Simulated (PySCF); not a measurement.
# MSI across group 13

Level: PBE0, basis family def2-TZVP, scalar-relativistic core potentials from Rb on and no relativity for lighter atoms.

Each entry is the lowest minimum that a search over a few typed start shapes (and spin states, where more than one is plausible) found, or that minimum re-optimised at the stated level; isomers with ligand–ligand bonds, or fragments after loss of a ligand pair, can lie lower. Open shells are unrestricted; no spin–orbit coupling; PySCF with density fitting.

| molecule | 2S+1 | point group | mean bond to the central atom (Å) | highest ω (cm⁻¹) | dipole (D) | distinct angles (°) | lowest ω (cm⁻¹) |
| --- | --- | --- | --- | --- | --- | --- | --- |
| BSI | 1 | C∞v | 1.822 | 1350 | 2.13 | 180 | 274 |
| AlSI | 1 | C∞v | 2.213 | 738 | 3.97 | 180 | 126 |
| GaSI | ? | ? | ? | ? | ? | ? | ? |
| InSI | 1 | C∞v | 2.395 | 487 | 3.47 | 180 | 77 |
| TlSI | 1 | C∞v | 2.434 | 442 | 2.99 | 180 | 74 |

**Question.** Fill in the row of GaSI.

**Answer.** 2S+1: 1; point group: C∞v; mean bond to the central atom (Å): 2.220; highest ω (cm⁻¹): 580; dipole (D): 3.50; distinct angles (°): 180; lowest ω (cm⁻¹): 97.

Spin–orbit coupling can matter for TlSI.

Left out of the table are members whose search was unfinished or whose lowest solution was spin-contaminated, unstable, very soft or bonded differently.
